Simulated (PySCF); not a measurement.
Cl2Ga, charge +1, singlet, at a GFN2-xTB geometry (such geometries of metal compounds can be far from the true shape); DF-BLYP/def2-SVP in PySCF.

PySCF was given this input:
```python
from pyscf import gto, scf, dft

mol = gto.M(
    atom='''
Ga    0.000000    0.000000    0.000000
Cl    0.000000    0.000000    2.070195
Cl   -0.000000   -0.000000   -2.070195
''',
    basis='def2-svp',
    charge=1,
    spin=0,
    verbose=4,
)

mf = dft.RKS(mol)
mf.xc = 'blyp'
mf = mf.density_fit(auxbasis='def2-universal-jkfit')
mf.kernel()
```

**Question.** Predict the main parts of the log of this PySCF run.

**Answer.** 
```
PySCF version 2.14.0

[INPUT] verbose = 4
[INPUT] num. atoms = 3
[INPUT] num. electrons = 64
[INPUT] charge = 1
[INPUT] spin (= nelec alpha-beta = 2S) = 0
[INPUT] symmetry False subgroup None
[INPUT] Mole.unit = angstrom
[INPUT] Symbol           X                Y                Z      unit          X                Y                Z       unit  Magmom
[INPUT]  1 Ga     0.000000000000   0.000000000000   0.000000000000 AA    0.000000000000   0.000000000000   0.000000000000 Bohr   0.0
[INPUT]  2 Cl     0.000000000000   0.000000000000   2.070195000000 AA    0.000000000000   0.000000000000   3.912101574444 Bohr   0.0
[INPUT]  3 Cl     0.000000000000   0.000000000000  -2.070195000000 AA    0.000000000000   0.000000000000  -3.912101574444 Bohr   0.0

nuclear repulsion = 306.357076163173
number of shells = 28
number of NR pGTOs = 146
number of NR cGTOs = 68
basis = def2-svp
ecp = {}

******** <class 'pyscf.df.df_jk.DFRKS'> ********
method = DFRKS
initial guess = minao
damping factor = 0
level_shift factor = 0
DIIS = <class 'pyscf.scf.diis.CDIIS'>
diis_start_cycle = 1
diis_space = 8
diis_damp = 0
SCF conv_tol = 1e-09
SCF conv_tol_grad = None
SCF max_cycles = 50
direct_scf = False
XC library pyscf.dft.libxc version 7.1.2
    S. Lehtola, C. Steigemann, M. J. T. Oliveira, and M. A. L. Marques,  SoftwareX 7, 1–5 (2018)
XC functionals = blyp
    A. D. Becke,  Phys. Rev. A 38, 3098 (1988)
    C. Lee, W. Yang, and R. G. Parr,  Phys. Rev. B 37, 785 (1988)
    B. Miehlich, A. Savin, H. Stoll, and H. Preuss,  Chem. Phys. Lett. 157, 200 (1989)
radial grids:
    Treutler-Ahlrichs [JCP 102, 346 (1995); DOI:10.1063/1.469408] (M4) radial grids

becke partition: Becke, JCP 88, 2547 (1988); DOI:10.1063/1.454033
pruning grids: <function nwchem_prune>
grids dens level: 3
symmetrized grids: False
atomic radii adjust function: <function treutler_atomic_radii_adjust>
small_rho_cutoff = 0
Set gradient conv threshold to 3.16228e-05
Initial guess from minao.
tot grids = 58664
init E= -2844.57539332647
  HOMO = -0.34043811983255  LUMO = -0.140421356204181  gap/eV = 5.44273
cycle= 1 E= -2844.41154802814  delta_E= 0.164  |g|= 0.928  |ddm|= 2.34
  HOMO = -0.48373933702092  LUMO = -0.402073899819565  gap/eV = 2.22223
cycle= 2 E= -2843.5684250556  delta_E= 0.843  |g|= 2.07  |ddm|= 3.37
  HOMO = -0.539214903636448  LUMO = -0.37994418578196  gap/eV = 4.33398
cycle= 3 E= -2844.54274656334  delta_E= -0.974  |g|= 0.283  |ddm|= 2.72
  HOMO = -0.515119001390926  LUMO = -0.376280141990066  gap/eV = 3.77800
cycle= 4 E= -2844.56296642869  delta_E= -0.0202  |g|= 0.0881  |ddm|= 0.478
  HOMO = -0.518633407408969  LUMO = -0.376532214499709  gap/eV = 3.86677
cycle= 5 E= -2844.56548219418  delta_E= -0.00252  |g|= 0.00642  |ddm|= 0.125
  HOMO = -0.519362382373397  LUMO = -0.376893657627025  gap/eV = 3.87677
cycle= 6 E= -2844.56549430692  delta_E= -1.21e-05  |g|= 0.00198  |ddm|= 0.00661
  HOMO = -0.519356575643655  LUMO = -0.376748723793207  gap/eV = 3.88056
cycle= 7 E= -2844.56549575348  delta_E= -1.45e-06  |g|= 6.18e-05  |ddm|= 0.00327
  HOMO = -0.519365331942181  LUMO = -0.376763058774418  gap/eV = 3.88041
cycle= 8 E= -2844.56549575431  delta_E= -8.29e-10  |g|= 1.72e-05  |ddm|= 0.000144
  HOMO = -0.519365927288205  LUMO = -0.376760398778396  gap/eV = 3.88049
Extra cycle  E= -2844.56549575396  delta_E= 3.52e-10  |g|= 4.14e-05  |ddm|= 8.59e-05
converged SCF energy = -2844.56549575396
```
